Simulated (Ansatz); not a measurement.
System: C₂ClF₂ (charge 0, doublet). It need not be the lowest isomer of its formula. 
Coordinates optimised at B3LYP-D3(BJ)/def2-TZVP (Ansatz, a quantum-chemistry and plane-wave program):
```xyz
5

C      0.4643    -0.4824     0.0166
C     -0.8287    -0.2963     0.0617
F     -1.7111    -1.2730     0.1796
F     -1.4431     0.8795    -0.0027
Cl     1.7985     0.4831    -0.1213
```
Charge 0, spin multiplicity 2.

Basis-set convergence of Hartree-Fock and CCSD(T) correlation energies (hartree) with Ansatz. Correlated levels leave the core frozen unless marked. Open shells are spin-unrestricted. Spin-orbit coupling is left out. Non-relativistic.

The UHF reference is spin-contaminated (<S^2> 0.18 over the pure value in the largest basis). 

```csv
basis,functions,E(HF),"E(corr, CCSD(T))"
cc-pV(D+d)Z,79,-734.02118,-0.78120
cc-pV(T+d)Z,159,-734.12619,-1.01985
cc-pV(Q+d)Z,284,-734.15125,-1.10250
```

Extrapolating the two largest sets (X = 3 and 4) as X^-3: E(corr) = (64·(-1.10250) - 27·(-1.01985))/37 = -1.1628 Eh, an estimate of the basis-set limit. The largest set recovers 94.8 % of it, the smallest 67.2 %.
